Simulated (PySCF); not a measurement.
Identify the unknown among the candidates.

All candidates are C6H9NO.

* 13C NMR: chemical shifts (computed TMS as zero) by class: 166.5 (1 C), 83.6 (1 C), 80.1 (1 C), 39.3 (1 C), 35.3 (1 C), 28.8 (1 C) ppm [GIAO PBE0/pcSseg-1]
* Dipole: 3.75 D [PBE0/pcSseg-1]
* NMR, other nuclei: isotropic shieldings of nuclei other than C and H, by class: 147 (1 N), -89 (1 O) ppm [GIAO PBE0/pcSseg-1]
* Rotational structure: rotational constants A, B, C: 3.148, 1.591, 1.214 GHz [GFN2-xTB]
* 1H NMR: chemical shifts (computed TMS as zero) by class: 3.28 (2 H), 3.27 (3 H), 3.07 (3 H), 1.78 (1 H) ppm [GIAO PBE0/pcSseg-1]

Gas-phase values; electronic properties from PySCF, density fitting. Levels stand in brackets. Isolated species at its GFN2-xTB geometry (one conformer only). GFN2-xTB frequencies show an imaginary mode (57i cm⁻¹), so this geometry is no minimum at that level. Each NMR value is the plain mean over a class of atoms that symmetry, rotation or inversion makes alike.

Question: Which candidate is it?
A. `N[C@@H]1CC=CC(=O)C1`
B. `CN(C)c1ccco1`
C. `C=N/C=C\CC(C)=O`
D. `C#CCC(=O)N(C)C`
E. `CCOC/C=C\C#N`

Answer: D. It is `C#CCC(=O)N(C)C`. Numbering: `[CH:1]#[C:2][CH2:3][C:4](=[O:5])[N:6]([CH3:7])[CH3:8]`. Its formula, C6H9NO, gives 3 degrees of unsaturation: 0 rings and 3 π bonds in the structure found. 6 carbons fall into 6 classes; from least to most shielded: amide carbonyl carbon [C4] (166.5 ppm), alkyne carbon [C2] (83.6 ppm), terminal alkyne carbon [C1] (80.1 ppm), N-methyl carbon [C8] (39.3 ppm), N-methyl carbon [C7] (35.3 ppm), sp3 carbon next to a carbonyl [C3] (28.8 ppm). Hydrogen classes from least to most shielded: 2 H on an sp3 carbon next to a carbonyl, C3 (3.28 ppm), 3 H on an N-methyl carbon, C8 (3.27 ppm, a mean of values up to 1.3 ppm apart in this geometry), 3 H on an N-methyl carbon, C7 (3.07 ppm, a mean of values up to 2.7 ppm apart in this geometry), 1 H on a terminal alkyne carbon, C1 (1.78 ppm). The other shieldings belong to: 147 ppm, amide nitrogen [N6]; -89 ppm, amide oxygen [O5]. The optimised geometry has point group C1 and is an asymmetric top.

The others, at the same levels:
- `CN(C)c1ccco1` fails: it has 5 carbon classes against 6; its computed 13C shifts are 164.9 (1 C), 136.7 (1 C), 119.0 (1 C), 87.4 (1 C), 39.8 (2 C) ppm, 1H shifts are 7.03 (1 H), 6.52 (1 H), 5.26 (1 H), 2.85 (6 H) ppm and rotational constant A is 4.631 GHz (against 3.148 GHz).
- `C=N/C=C\CC(C)=O` fails: its computed 13C shifts are 208.1 (1 C), 156.0 (1 C), 148.7 (1 C), 139.3 (1 C), 47.6 (1 C), 30.2 (1 C) ppm, 1H shifts are 7.67 (1 H), 7.32 (1 H), 6.95 (1 H), 6.00 (1 H), 3.81 (2 H), 2.20 (3 H) ppm and rotational constant A is 4.250 GHz (against 3.148 GHz).
- `N[C@@H]1CC=CC(=O)C1` fails: its computed 13C shifts are 200.1 (1 C), 153.6 (1 C), 137.4 (1 C), 52.7 (1 C), 48.9 (1 C), 42.2 (1 C) ppm, 1H shifts are 7.08 (1 H), 6.28 (1 H), 3.50 (1 H), 2.84 (1 H), 2.75 (1 H), 2.52 (1 H), 2.16 (1 H), 0.95 (2 H) ppm and smallest rotational constant is 1.520 GHz (against 1.214 GHz).
- `CCOC/C=C\C#N` fails: its computed 13C shifts are 167.8 (1 C), 120.0 (1 C), 107.7 (1 C), 74.8 (1 C), 70.3 (1 C), 18.0 (1 C) ppm, 1H shifts are 7.00 (1 H), 5.53 (1 H), 4.75 (2 H), 3.55 (2 H), 1.32 (3 H) ppm and rotational constant A is 4.487 GHz (against 3.148 GHz).

Each candidate is one conformer, not necessarily the lowest. Dipoles, sizes and rotational constants follow the conformer. The torsions of the flexible species, by atom-mapped SMILES:
- `[CH:1]#[C:2][CH2:3][C:4](=[O:5])[N:6]([CH3:7])[CH3:8]`: C2–C3–C4–O5 -115°, C3–C4–N6–C7 178°
- `[CH3:1][N:2]([CH3:3])[c:4]1[cH:5][cH:6][cH:7][o:8]1`: C1–N2–C4–C5 -19°
- `[CH2:1]=[N:2]/[CH:3]=[CH:4]\[CH2:5][C:6]([CH3:7])=[O:8]`: C1–N2–C3–C4 -179°, C3–C4–C5–C6 98°, C4–C5–C6–C7 -88°
- `[CH3:1][CH2:2][O:3][CH2:4]/[CH:5]=[CH:6]\[C:7]#[N:8]`: C1–C2–O3–C4 -177°, C2–O3–C4–C5 -71°, O3–C4–C5–C6 139°

The conformers of `N[C@@H]1CC=CC(=O)C1` aren't listed.
